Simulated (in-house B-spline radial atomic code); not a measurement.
Ionising Mn IV (Mn3+) with different functionals

Computed with a B-spline radial code for spherical atoms: scalar-relativistic (spin-free X2C) Hamiltonian, Fermi nucleus of rms radius 3.7057 fm, spin-polarised at highest spin, spherical fractional occupations for the functionals, and exact exchange of hybrids averaged over the configuration. The ionisation energy is the difference of two self-consistent energies, [Ar] 3d4 → [Ar] 3d3, without Breit or QED terms; ε is the level of the shell that loses the electron (its least bound occupied spin orbital).

```csv
method,rung,ΔSCF (eV),-ε(3d) (eV)
PBE0,global hybrid,52.27,45.59
B3LYP,global hybrid,?,?
TPSSh,global hybrid,52.22,43.84
BHandHLYP,global hybrid,52.05,48.20
r2SCAN0,global hybrid,52.48,45.85
B97-1,global hybrid,52.10,44.94
HSE06,range-separated hybrid,52.23,45.13
wB97X,range-separated hybrid,51.86,47.72
CAM-B3LYP,range-separated hybrid,52.31,47.05
LC-wPBE,range-separated hybrid,?,?
```

(1) What does LC-wPBE give?

(2) What does B3LYP give?

(3) Among the functionals, which spreads more, the ΔSCF values or the orbital energies?

(4) How do they compare with the NIST value?

Answers

(1) ΔSCF 52.33 eV, and -ε(3d) = 48.20 eV.

(2) ΔSCF 52.33 eV, and -ε(3d) = 45.06 eV.

(3) The orbital energies: ΔSCF values span about 0.63 eV and the orbital energies 4.36 eV; here energy differences depend much less on the functional than eigenvalues do.

(4) NIST lists 51.2 eV ± 0.12 (semi-empirical, ground level to ground level). Errors run from +0.65 to +1.27 eV. The correlated functionals all miss on the same side by more than they spread, so the cause is common to them (spin-orbit coupling, Breit-QED terms, multiplet and fine-structure energies, or a listed next ion that isn't the cheapest removal here) and closeness doesn't rank the functionals.
